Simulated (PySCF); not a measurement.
**Iodine: a sound run and one with changed settings**

Sound run: I [Kr] 4d10 5s2 5p5, I⁺ [Kr] 4d10 5s2 5p4. All numbers are calculated (PySCF 2.14, scalar relativity by spin-free X2C-1e, in x2c-SVPall). In the sound run the correlated levels freeze [Kr] 4d10. The sound run starts from symmetry-adapted Hartree-Fock orbitals and uses a fine grid where one is needed.

Changed run: all electrons correlated in a basis built for the valence shell.

```csv
species,method,sound run (hartree),changed run (hartree),converged
I,MP2,-7111.96959,-7111.99220,yes
I⁺,MP2,-7111.59973,-7111.62066,yes
```

Ionisation energy of I:

```tsv
method	sound run (eV)	changed run (eV)
UHF	9.571	9.571
MP2	10.064	10.110
SCS-MP2	10.043	10.067
```

A valence basis has no tight correlating functions, so it recovers only part of the core correlation, and not evenly between atom and ion.

For comparison, NIST gives 10.451 eV between the lowest levels.
